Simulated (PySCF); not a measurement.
**Partial charges of pentafluoroethane**

Pentafluoroethane, C2HF5.
Z-matrix (Å and degrees, PBE0-D3(BJ)/def2-SVP geometry), rows numbered from 1:
```
F 
C   1  1.3387
F   2  1.3382  1  109.39
C   2  1.5299  1  108.88  3  -118.89
F   4  1.3240  2  111.36  1    60.48
F   4  1.3295  2  109.63  1  -179.05
F   4  1.3286  2  109.46  1   -60.01
H   2  1.1040  1  109.82  3   120.48
```

Density: PBE0/pcSseg-1 (PySCF); schemes: Mulliken, IAO, Hirshfeld and ESP-fitted. Isolated species at its PBE0-D3(BJ)/def2-SVP geometry, gas phase.

Problem. Give the atomic charges in each scheme.

Solution. In e:

```
atom              environment  Mulliken     IAO  Hirshfeld  ESP-fitted
  F1  fluorine of a CF2 group    -0.278  -0.279     -0.089      -0.155
  C2              CHF2 carbon    +0.464  +0.411     +0.125      +0.178
  F3  fluorine of a CF2 group    -0.278  -0.279     -0.089      -0.155
  C4               CF3 carbon    +0.736  +0.789     +0.240      +0.472
  F5  fluorine of a CF3 group    -0.249  -0.260     -0.081      -0.134
  F6  fluorine of a CF3 group    -0.257  -0.271     -0.084      -0.171
  F7  fluorine of a CF3 group    -0.256  -0.270     -0.083      -0.170
  H8         methine hydrogen    +0.118  +0.158     +0.060      +0.133
```

Mean size of the charges over all atoms: IAO 0.340 e, Mulliken 0.330 e, ESP-fitted 0.196 e, Hirshfeld 0.106 e. Each set sums to the total charge, 0, to within 0.001 e. The Mulliken scheme gives each basis function's population to the atom it is centred on and halves the overlap population of two atoms between them.

Lowest charge. The schemes don't all agree: Mulliken F1 and F3 (-0.278); IAO F1 and F3 (-0.279); Hirshfeld F1 and F3 (-0.089); ESP-fitted F6 (-0.171).

Highest charge. All schemes agree: Mulliken C4 (+0.736); IAO C4 (+0.789); Hirshfeld C4 (+0.240); ESP-fitted C4 (+0.472).

Problem. How many electrons does the IAO scheme count on F3?

Solution. Z − q = 9 − (-0.279) = 9.279.

Problem. Sum the charges by element, for elements with more than one atom.

Solution. 
| element | atoms | Mulliken | IAO | Hirshfeld | ESP-fitted |
| --- | --- | --- | --- | --- | --- |
| F | 5 | -1.318 | -1.359 | -0.425 | -0.783 |
| C | 2 | +1.200 | +1.200 | +0.366 | +0.650 |
